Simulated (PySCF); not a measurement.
# Spin-rotation constants: `[H][As@OH22+]([H])([H])[AlH2-]/[CH]=C\C#C`, C$_{4}$H$_{8}$AlAs

Cartesian coordinates in Å; atom numbers follow the order of the lines, from 1:
```xyz
14

C    -2.6691    0.8375   -0.6210
C    -2.1293    0.7331    0.4563
C    -1.3779    0.5845    1.6440
C    -0.0737    0.2660    1.4918
Al    0.0213    0.1138   -0.4991
As    2.5918   -0.5411   -0.6068
H    -3.2561    0.9616   -1.4845
H    -1.9022    0.7399    2.5832
H     0.5005    0.1570    2.4133
H    -0.3982   -1.2438   -1.1594
H     0.2973    1.3315   -1.4431
H     2.1051   -1.8537   -0.0867
H     2.2976   -0.9846   -1.9965
H     3.9923   -1.1020   -0.7136
```

Computed with GIAO KT3/pcSseg-1 magnetisability, rotational g tensor and spin-rotation constants, non-relativistic, gas phase (PySCF). Geometry: GFN2-xTB.

The calculation is non-relativistic, which matters for the atoms heavier than Zn.

(1) Give the nuclear spin-rotation constants along the inertial axes (H = +C I·J) beside the isotropic shieldings.

(2) How do the rotational constants and the g tensor change when H7, H8, H9, H10, H11, H12, H13, H14 are replaced by deuterium?

Results:

(1) Rotational constants 5.3136, 0.7300, 0.6515 GHz. A star marks the isotopologue with that one atom substituted, in its own axes.
| atom | isotope | Caa (kHz) | Cbb (kHz) | Ccc (kHz) | mean (kHz) | σ (ppm) |
| --- | --- | --- | --- | --- | --- | --- |
| Al5 | 27Al | 3.218 | 0.404 | 0.303 | 1.308 | 451.4 |
| As6 | 75As | 5.753 | 0.649 | 0.651 | 2.351 | 1933.7 |
| H7 | 1H | -0.470 | 0.013 | -0.077 | -0.178 | 28.6 |
| H8 | 1H | -0.101 | 0.014 | -0.066 | -0.051 | 24.9 |
| H9 | 1H | -0.360 | 0.083 | -0.082 | -0.120 | 24.0 |
| H10 | 1H | -0.380 | -0.033 | 0.003 | -0.137 | 27.1 |
| H11 | 1H | -0.359 | -0.024 | -0.003 | -0.129 | 26.8 |
| H12 | 1H | -0.505 | -0.071 | 0.006 | -0.190 | 29.0 |
| H13 | 1H | -0.515 | 0.004 | -0.063 | -0.191 | 29.3 |
| H14 | 1H | 0.126 | -0.076 | -0.066 | -0.005 | 28.5 |
| C1 | 13C* | 1.419 | 0.097 | 0.208 | 0.575 | 103.1 |
| C2 | 13C* | 1.841 | 0.025 | 0.214 | 0.694 | 106.8 |
| C3 | 13C* | 1.480 | 0.343 | 0.099 | 0.641 | 63.8 |
| C4 | 13C* | 2.241 | 0.424 | 0.068 | 0.911 | 19.6 |

For the geometry as given, no vibrational averaging.

(2) Constants 4.1536, 0.6794, 0.5999 GHz; g -0.0524, -0.0074, -0.0022, against -0.0670, -0.0079, -0.0024 before.
